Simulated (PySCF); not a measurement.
Stepwise substitution at one centre (Al NH2-H). All species are isolated molecules in the gas phase. Strings in code marks are SMILES.

The numbers are results of PBE-D3(BJ)/def2-TZVP // r2SCAN-D4/def2-TZVP in PySCF 2.14.0, not measurements. All candidates: neutral, multiplicity 1. 

```
Property          Value
-------------  --------
HOMO–LUMO gap   4.77 eV
dipole moment    0.01 D
LUMO           -2.53 eV
```

Task: Which member has these values?
A. `[AlH3]`
B. `[NH2][Al]([NH2])[NH2]`
C. `[NH2][AlH][NH2]`
D. `[NH2][AlH2]`

Result: A, `[AlH3]`. The others give `[NH2][Al]([NH2])[NH2]`: 4.78 eV, 0.00 D, -0.50 eV; `[NH2][AlH2]`: 4.83 eV, 1.38 D, -1.39 eV; `[NH2][AlH][NH2]`: 5.21 eV, 1.30 D, -0.30 eV
